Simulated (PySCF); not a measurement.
## A small calculation by hand: chemical shift, span and skew from a shielding tensor

C₅H₇F, SMILES C1CC1/C=C\F. Atoms are numbered in the order given.

```xyz
13

F      0.7241     2.2497     0.0000
C     -0.5185     1.7350     0.0000
C     -0.7441     0.4211     0.0000
C      0.3021    -0.6211     0.0000
C      0.0757    -1.9194     0.7501
C      0.0757    -1.9194    -0.7501
H     -1.2924     2.5069     0.0000
H     -1.7910     0.1018     0.0000
H      1.3236    -0.2327     0.0000
H      0.9292    -2.3567     1.2752
H     -0.8800    -2.0435     1.2678
H     -0.8800    -2.0435    -1.2678
H      0.9292    -2.3567    -1.2752
```

Coordinates come from a B3LYP-D3(BJ)/def2-SVP optimisation. The structure was generated by enumeration; whether it is a known compound was not checked. One conformer was computed; it need not be the lowest.

GIAO shieldings from KT2/pcSseg-1 in PySCF, non-relativistic, no solvent. The symmetric part of the tensor of C4 has the principal values 134.2, 171.2, 214.3 ppm. The same nucleus in TMS has σ = 185.1 ppm at this level (PySCF, at its B3LYP-D3(BJ)/def2-TZVP geometry).

Q: Work out the isotropic shielding, the ¹³C shift against TMS, the span and the skew.

A: 
σ(iso) = (σ11 + σ22 + σ33)/3 = 173.2 ppm. δ = σ(ref) − σ(iso) = 185.1 − (173.2) = 11.9 ppm.
Span Ω = σ33 − σ11 = 80.1 ppm. Skew κ = 3(σ(iso) − σ22)/Ω = 0.08. Tumbling in solution averages the tensor to δ; in a static solid the shielding alone would spread this spin-1/2 line over Ω.
